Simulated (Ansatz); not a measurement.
`[F][Sb]([SiH3])[Cl]` and `[F][Sb]([Cl])[Cl]` differ in one atom or group.

Ansatz, PBE0-D4/def2-TZVP geometries, multiplicity 1. 

Elements past krypton have def2 core potentials.

```json
{"property": "HOMO energy (PBE0/def2-TZVPP) / eV", "`[F][Sb]([SiH3])[Cl]`": "-7.35"}
{"property": "HOMO–LUMO gap (B3LYP/def2-TZVPP) / eV", "`[F][Sb]([SiH3])[Cl]`": "5.08"}
{"property": "HOMO–LUMO gap (ωB97M-V/def2-TZVPP) / eV", "`[F][Sb]([SiH3])[Cl]`": "9.28"}
{"property": "HOMO energy (PBE/def2-TZVPP) / eV", "`[F][Sb]([SiH3])[Cl]`": "-6.28"}
{"property": "LUMO energy (PBE0/def2-TZVPP) / eV", "`[F][Sb]([SiH3])[Cl]`": "-1.87"}
{"property": "LUMO energy (B3LYP/def2-TZVPP) / eV", "`[F][Sb]([SiH3])[Cl]`": "-2.08"}
```

Task: What does the change do to each property? (Estimate.)

Result: Ansatz gave: 
```json
{"property": "HOMO energy (PBE0/def2-TZVPP) / eV", "`[F][Sb]([Cl])[Cl]`": "-8.83", "shift": "-1.48"}
{"property": "HOMO–LUMO gap (B3LYP/def2-TZVPP) / eV", "`[F][Sb]([Cl])[Cl]`": "6.47", "shift": "1.39"}
{"property": "HOMO–LUMO gap (ωB97M-V/def2-TZVPP) / eV", "`[F][Sb]([Cl])[Cl]`": "10.80", "shift": "1.52"}
{"property": "HOMO energy (PBE/def2-TZVPP) / eV", "`[F][Sb]([Cl])[Cl]`": "-7.63", "shift": "-1.35"}
{"property": "LUMO energy (PBE0/def2-TZVPP) / eV", "`[F][Sb]([Cl])[Cl]`": "-1.93", "shift": "-0.06"}
{"property": "LUMO energy (B3LYP/def2-TZVPP) / eV", "`[F][Sb]([Cl])[Cl]`": "-2.15", "shift": "-0.07"}
```

With PBE0 the HOMO falls by 1.48 eV and the LUMO falls by 0.06 eV, so the gap widens by about 1.42 eV. PBE moves the HOMO by -1.35 eV and ωB97M-V by -1.56 eV. The zero-point energy changes by -61.2 kJ/mol with -9 modes.

B3LYP here is the variant with VWN-RPA as its local correlation; programs differ in this.

Spin–orbit coupling is left out; it splits and shifts lone-pair levels of the heavy atoms by tenths of an eV.
